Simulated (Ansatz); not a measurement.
CH10AlBSi2 (`C[SiH2][B]([AlH2])[SiH3]`), relaxed with RKS PBE-D4/def2-SVP in Ansatz from a rough embedded geometry. The force threshold is 0.03 eV/Å; the program also tests the step.

Total charge 0; spin multiplicity 1.

Start:

```xyz
15

C    -0.726    0.545   -2.175
Si    0.637    0.851   -0.925
B     0.292   -0.260    0.608
Al    0.178   -2.268    0.504
Si   -0.043    0.564    2.367
H    -0.464    1.220   -3.102
H    -1.686    0.839   -1.777
H    -0.676   -0.472   -2.488
H     1.922    0.525   -1.493
H     0.614    2.280   -0.542
H    -0.118   -3.205    1.699
H     0.436   -2.956   -0.978
H     0.083    2.042    2.193
H    -1.395    0.212    2.794
H     0.945    0.083    3.313
```

```
         step  energy (eV)  largest force (eV/Å)  largest move (Å)
            1  -24202.6808                 2.681             0.000
            2  -24203.1822                 0.917             0.195
            3  -24203.2553                 0.269             0.190
            4  -24203.2705                 0.091             0.044
            5  -24203.2735                 0.069             0.075
            6  -24203.2803                 0.104             0.199
            7  -24203.2858                 0.209             0.190
            8  -24203.3154                 0.180             0.200
            9  -24203.3361                 0.328             0.195
           10  -24203.3700                 0.284             0.197
           11  -24203.4233                 0.153             0.200
           12  -24203.4592                 0.206             0.193
           13  -24203.4848                 0.208             0.198
           14  -24203.5141                 0.124             0.200
15 (rejected)  -24203.5004                 0.317             0.166
           16  -24203.5234                 0.051             0.083
           17  -24203.5290                 0.037             0.097
           18  -24203.5314                 0.112             0.146
           19  -24203.5323                 0.132             0.065
           20  -24203.5371                 0.071             0.143
21 (rejected)  -24203.5369                 0.131             0.063
           22  -24203.5390                 0.018             0.030
           23  -24203.5410                 0.043             0.098
           24  -24203.5419                 0.072             0.073
           25  -24203.5426                 0.063             0.029
           26  -24203.5431                 0.065             0.083
           27  -24203.5435                 0.068             0.036
           28  -24203.5438                 0.037             0.014
           29  -24203.5439                 0.010             0.004
```

End:

```xyz
15

C    -0.625    0.932   -1.999
Si    0.944    0.620   -0.951
B     0.281   -0.480    0.598
Al    0.328   -2.571    0.568
Si   -0.485    0.612    2.095
H    -0.356    1.539   -2.888
H    -1.386    1.486   -1.414
H    -1.073   -0.019   -2.348
H     1.981   -0.052   -1.820
H     1.518    1.951   -0.522
H     1.504   -3.405    1.282
H    -0.822   -3.384   -0.212
H    -1.017    1.963    1.680
H    -1.526   -0.049    2.966
H     0.732    0.860    2.965
```

Run time 48 s (4 threads of an Arm Neoverse V2 on a shared host); peak host memory 0.19 GiB.
